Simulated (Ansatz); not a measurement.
Calculated with Ansatz (gas phase, PBE0-D4/def2-TZVP geometries, no zero-point term in ΔE). CCSD(T)/CBS is the MP2 limit (def2-TZVPP, def2-QZVPP) plus CCSD(T) − MP2 in def2-TZVPP, frozen cores. DFT in def2-TZVPP. For Ge outer-core shells are correlated without core-valence functions, which leaves a few kJ/mol of doubt a bond. Scalar relativity is left out up to krypton. Each species was taken in one conformer, which may not be the lowest.

Reaction (cleavage of the Ge–Si bond): `[SiH3][SiH2][SiH2][SiH2][GeH3]` + `NB(O)F` → `NB(F)[O][GeH3]` + `[SiH3][SiH2][SiH2][SiH3]`

**Question.** Is it downhill or uphill in electronic energy at CCSD(T)/CBS, and by how much? (Best estimate.)

**Answer.** Ansatz gave: Downhill: ΔE = -8.0 kJ/mol.

**Question.** What do these levels give: PBE0-D4, ωB97M-V, MP2/def2-TZVPP, CCSD/def2-TZVPP, SCS-MP2/def2-QZVPP, MP2/CBS(def2)? (Best estimate.)

**Answer.** Computed: PBE0-D4 3.4, ωB97M-V -12.1, MP2/def2-TZVPP -14.6, CCSD/def2-TZVPP -16.8, SCS-MP2/def2-QZVPP -21.6, MP2/CBS(def2) -8.7 kJ/mol.

Largest T1 diagnostic among the species: 0.014.

In def2-TZVPP, CCSD(T) changes the Hartree–Fock value by +27.5 kJ/mol (the triples alone add +2.9 kJ/mol) and MP2 by +26.8 kJ/mol. The D4 term adds +8.7 kJ/mol with B3LYP and +5.2 kJ/mol with PBE0; it sums over pairs of atoms, weighted by their polarisabilities, and B3LYP, whose exchange is more repulsive, gets the larger term.

B3LYP here is the variant with VWN-RPA as its local correlation; programs differ in this.
